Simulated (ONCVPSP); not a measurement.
Before and after: ONCV potential for Co

```
Element                 : Co (Z = 27)
Generator               : ONCVPSP 4.0.1
Type                    : optimised norm-conserving Vanderbilt (ONCV)
Functional              : Wu-Cohen
Relativity              : non-relativistic
Frozen core             : [Ne]
Valence charge          : 17
Reference configuration : 3s2 3p6 3d6 (charge +3)
Partial waves           : 3s: rc 0.95 bohr, ncon 3, nbas 6, qcut 11.9 1/bohr, 2 projectors, debl 2.1 Ha; 3p: rc 0.95 bohr, ncon 4, nbas 8, qcut 17.3 1/bohr, 2 projectors, debl 1.3 Ha; 3d: rc 0.95 bohr, ncon 4, nbas 9, qcut 19.2 1/bohr, 2 projectors, debl 2.7 Ha; f scattering state at 0.46 Ha: rc 0.80 bohr, ncon 3, nbas 8, qcut 12.3 1/bohr, 2 projectors, debl 3.9 Ha
Local potential         : polynomial inside 0.60 bohr (lpopt 5, dvloc0 1 Ha)
Core correction         : Teter function, fcfact 2.25, rcfact 1.1
```

In the s channel the program set the typed energies aside and used -5.069, 0.250 Ha. In the p channel the program set the typed energies aside and used -3.788, 0.250 Ha.

All-electron outer shells of the reference configuration (Wu-Cohen, non-relativistic, ld1.x):

```tsv
shell	level (eV)	outermost node (bohr)	outermost maximum (bohr)
3s	-137.92	0.32	0.67
3p	-103.07	0.29	0.68
3d	-45.45	–	0.65
```

Change: all radii but the core radius scaled by about 1.20 (s 1.14, p 1.14, d 1.14, f 0.96 bohr); local potential polynomial inside 0.72 bohr (lpopt 5, dvloc0 1 Ha).

Cutoffs: the cutoffs (Ha) at which the residual kinetic energy of the hardest occupied pseudo-wave falls to 1 and 0.1 mHa per electron; they do not see the model core or the augmentation charge, which bear on the density cutoff. Errors are all-electron minus pseudo energies relative to the spin-unpolarised reference configuration.

Task: Predict the effect on cutoff, ghosts and configuration errors.

Result: The potential gets softer (120 Ha and 139 Ha → 94 Ha and 109 Ha); of the 4 tests that both files solve, the error grows in 4 and shrinks in 0 by more than 15 % and 0.3 meV (median size 1.3 → 2.9 meV); neither file shows a bound ghost. A larger radius leaves more room for a smooth pseudo-wave, so fewer plane waves are needed. More of the atom is replaced by a form fitted at one configuration, so other configurations suffer.

| quantity | base | changed |
| --- | --- | --- |
| cutoff, loose | 120 Ha | 94 Ha |
| cutoff, tight | 139 Ha | 109 Ha |
| loose cutoff by channel | s 54 Ha, p 74 Ha, d 120 Ha | s 49 Ha, p 82 Ha, d 94 Ha |
| bound ghosts | none | none |
| GHOST(+) flags under 300 eV | none | none |
| error for 3s2 3p6 3d7 4s2, meV [ΔE -61.44 eV] | +0.6 | +1.3 |
| error for 3s2 3p6 3d7 4s1, meV [ΔE -52.53 eV] | +1.5 | +3.2 |
| error for 3s2 3p6 3d7, meV [ΔE -36.10 eV] | +3.7 | +7.3 |
| error for 3s2 3p6 3d7 4s1 4p1, meV [ΔE -57.17 eV] | +1.1 | +2.6 |
| rms error of d²Exc/dni dnj with the model core, mHa | 2.58 | 2.60 |
